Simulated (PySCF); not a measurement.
PySCF input for CHCl2, SMILES Cl[CH]Cl, multiplicity 2, PBE/pcH-1. Coordinates come from a r2SCAN-D4/def2-TZVP optimisation. The isomer is the one that the SMILES or the coordinates give; other isomers of the formula were not compared.

```python
import numpy as np
from pyscf import gto, scf, dft
from pyscf.prop.hfc import uks as hfc
from pyscf.prop.gtensor import uks as gtensor

mol = gto.M(
    atom='''
    Cl   -0.00844782    0.17055141   -1.46774473
    C     0.08743695   -0.68117721    0.00000000
    Cl   -0.00844782    0.17055141    1.46774473
    H    -0.23739600   -1.71168480    0.00000000
    ''',
    basis='pcH-1',
    charge=0,
    spin=1,
    max_memory=1600,
    verbose=3,
)
mf = dft.UKS(mol, xc='pbe')
mf.grids.level = 3
mf.conv_tol = 1e-10
mf.max_cycle = 100
mf.kernel()
fine, coarse = mf.grids, dft.Grids(mol).set(level=1).build(with_non0tab=True)
for _ in range(3):  # follow internal instabilities
    mf.grids = coarse
    mo, _, stable, _ = mf.stability(return_status=True, nroots=4)
    mf.grids = fine
    if stable:
        break
    mf.kernel(mf.make_rdm1(mo, mf.mo_occ))
A = hfc.HFC(mf).make_fcdip(mf.make_rdm1())  # Fermi contact and dipolar terms, MHz
print('atom   A(iso)/MHz   principal dipolar parts/MHz')
for i, a in enumerate(A):
    w = np.linalg.eigvalsh((a + a.T) / 2)
    print(f'{mol.atom_symbol(i):2s}{i + 1:3d} {w.mean():12.2f}', (w - w.mean()).round(2))
gt = gtensor.GTensor(mf)
gt.dia_soc2e, gt.para_soc2e, gt.so_eff_charge = None, None, True
gt.max_cycle_cphf = 60
g = gt.kernel()
```

It prints:

```

WARN: HOMO -0.170875913362352 >= LUMO -0.170875913362337

converged SCF energy = -958.598490691952  <S^2> = 0.75267118  2S+1 = 2.0026694
<class 'pyscf.dft.uks.UKS'> wavefunction is stable in the internal stability analysis
atom   A(iso)/MHz   principal dipolar parts/MHz
Cl  1         4.87 [-30.49 -22.39  52.88]
C   2       175.83 [-74.6  -74.34 148.94]
Cl  3         4.87 [-30.49 -22.39  52.88]
H   4       -36.10 [-32.5   -2.83  35.33]
SOC(1e)/OZ [-0.00112207  0.0117048   0.01171584]
free electron g 2.00231930436182
g-tensor total [2.00100367 2.01388167 2.01394061]
g-shift (ppt) [-1.31563508 11.56236915 11.6213041 ]
```

Self-consistency was reached.

Cost: about 40 core-seconds (a rough figure).
